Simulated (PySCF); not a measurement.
**Ca¹³⁺: ionisation energy**

Ca¹³⁺ [He] 2s2 2p3 (4S) → Ca¹⁴⁺ [He] 2s2 2p2 (3P), as a difference of total energies. All numbers are calculated (PySCF 2.14, the non-relativistic Hamiltonian (point nucleus), in an uncontracted even-tempered set (18 s from 2.1 bohr⁻², ratio 2.2; 11 p from 2.7 bohr⁻², ratio 2.2; 6 d from 13 bohr⁻², ratio 2.4; 5 f from 19 bohr⁻², ratio 2.4; 5 g from 29 bohr⁻², ratio 2.4)). Correlated levels: nothing frozen; virtual orbitals above 40 to 60 times the deepest correlated orbital energy dropped. The calculations carry no spin-orbit coupling.

```tsv
method	ionisation energy (eV)
UHF	819.00
LDA	818.68
PBE	818.48
PBE0	818.90
r2SCAN	819.86
B3LYP	819.13
BP86	818.57
MP2 (all electrons)	819.33
SCS-MP2 (all electrons)	818.93
```

Q: How much does correlation contribute at MP2 (all electrons)?

A: 819.33 − (819.00) = 0.33 eV, measured against UHF.

A first-order spin-orbit estimate (lowest level to lowest level, LS coupling) adds -2.846 eV.

These non-relativistic numbers lack the scalar-relativistic shift.

For comparison: 817.2 ± 0.6 eV (semi-empirical (NIST evaluation); NIST Atomic Spectra Database, ionization energies).
